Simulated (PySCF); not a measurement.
PBE0-D3(BJ)/def2-SVP geometry optimisation, IEF-PCM water with PySCF 2.14 and geomeTRIC: [Co(H2O)6]3+, charge 3, multiplicity 1. Start (model start, shaken):

```
19

Co    0.0000    0.0045   -0.0041
O    -0.0134   -0.0068    1.8901
H     0.7759    0.0201    2.4726
H    -0.7843    0.0073    2.4853
O     0.0016   -0.0140   -1.9054
H     0.7854   -0.0202   -2.4869
H    -0.8035   -0.0193   -2.5076
O     1.9015   -0.0190    0.0041
H     2.4823    0.7722   -0.0377
H     2.4719   -0.7757    0.0017
O    -1.9280   -0.0072   -0.0147
H    -2.4921    0.7909   -0.0121
H    -2.4805   -0.7617   -0.0088
O    -0.0017    1.9067    0.0010
H    -0.0184    2.4811    0.7954
H    -0.0232    2.4929   -0.7732
O    -0.0096   -1.8750    0.0114
H    -0.0180   -2.4789    0.7836
H    -0.0028   -2.4698   -0.7760
```

| step | E − E(start) / kcal mol⁻¹ | largest force / Eh bohr⁻¹ |
| --- | --- | --- |
| 0 | 0.00 | 0.03984 |
| 1 | -6.35 | 0.00852 |
| 2 | -6.88 | 0.00305 |
| 3 | -6.97 | 0.00142 |
| 4 | -7.00 | 0.00145 |
| 5 | -7.03 | 0.00184 |
| 6 | -7.26 | 0.00470 |
| 7 | -1.66 | 0.02070 |
| 8 | -7.37 | 0.01159 |
| 9 | -7.82 | 0.00739 |
| 10 | -8.57 | 0.00783 |
| 11 | -9.33 | 0.00709 |
| 12 | -10.18 | 0.00601 |
| 13 | -10.73 | 0.00471 |
| 14 | -11.20 | 0.00501 |
| 15 | -11.56 | 0.00641 |
| 16 | -11.85 | 0.00621 |
| 17 | -12.02 | 0.00483 |
| 18 | -12.39 | 0.00462 |
| 19 | -12.60 | 0.00484 |
| 20 | -12.78 | 0.00604 |
| 21 | -13.09 | 0.00600 |
| 22 | -13.48 | 0.00543 |
| 23 | -13.70 | 0.00530 |
| 24 | -13.92 | 0.00473 |
| 25 | -14.13 | 0.00432 |
| 26 | -14.37 | 0.00455 |
| 27 | -14.60 | 0.00413 |
| 28 | -14.76 | 0.00248 |
| 29 | -14.86 | 0.00156 |
| 30 | -14.86 | 0.00381 |
| 31 | -14.96 | 0.00105 |
| 32 | -14.97 | 0.00045 |
| 33 | -14.98 | 0.00029 |

The optimisation met its thresholds. End point:

```
19

Co   -0.0111    0.0017   -0.0038
O     0.0828   -0.0041    1.8829
H     0.8982    0.3896    2.2456
H    -0.6668    0.3581    2.3900
O    -0.1035    0.0115   -1.8906
H     0.6662   -0.3155   -2.3916
H    -0.8957   -0.4191   -2.2625
O     1.8746    0.1116   -0.0011
H     2.2315    0.9376   -0.3779
H     2.3871   -0.6275   -0.3772
O    -1.8968   -0.1102   -0.0037
H    -2.4054    0.6270    0.3816
H    -2.2461   -0.9365    0.3796
O    -0.0257    1.8884   -0.0899
H    -0.3924    2.3876    0.6630
H    -0.4288    2.2494   -0.9015
O     0.0037   -1.8849    0.0824
H     0.4314   -2.2529    0.8781
H     0.3402   -2.3836   -0.6848
```

Metal–donor distances, start → end: O2 1.894 → 1.889 Å, O5 1.901 → 1.889 Å, O8 1.902 → 1.889 Å, O11 1.928 → 1.889 Å, O14 1.902 → 1.889 Å, O17 1.880 → 1.889 Å.

No frequencies were computed, so the end point may be a saddle point.

The job took 22 min on one thread of Arm Neoverse V1 (shared host), with 175 basis functions and a peak of 1.4 GiB, launched as `OMP_NUM_THREADS=1 python lf_run.py task.json out`.
